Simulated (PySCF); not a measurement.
C4H6BF, SMILES C(B(C#C)F)C. Atoms are numbered in the order given.

```xyz
12

C     -1.2362     2.1293     0.0000
C     -0.3783     1.2656     0.0000
B      0.6480     0.1231     0.0000
F      1.9383     0.4526     0.0000
C      0.2637    -1.3939     0.0000
C     -1.2189    -1.7391     0.0000
H     -1.9851     2.9015     0.0000
H      0.7799    -1.8438     0.8702
H      0.7799    -1.8438    -0.8702
H     -1.7270    -1.3235    -0.8835
H     -1.3877    -2.8266     0.0000
H     -1.7270    -1.3235     0.8835
```

The structure is a stationary point at PBE0-D3(BJ)/def2-SVP. The structure was generated by enumeration, and PubChem lists no compound with its InChIKey, so it may never have been made. Other conformers were not sampled.

All values below come from B3LYP/def2-TZVP (PySCF).

Symmetry labels are those of the subgroup Cs that the program uses (full group Cs).

Computed valence orbital energies around the gap with their symmetry:
```
orbital  symmetry  energy (eV)
-------  --------  -----------
HOMO−7         A'       -12.56
HOMO−6         A"       -11.93
HOMO−5         A'       -11.06
HOMO−4         A'       -10.23
HOMO−3         A"        -9.58
HOMO−2         A'        -8.85
HOMO−1         A"        -8.42
HOMO           A'        -8.10
LUMO           A"        -1.70
LUMO+1         A'         0.21
LUMO+2         A'         0.74
LUMO+3         A'         1.61
```
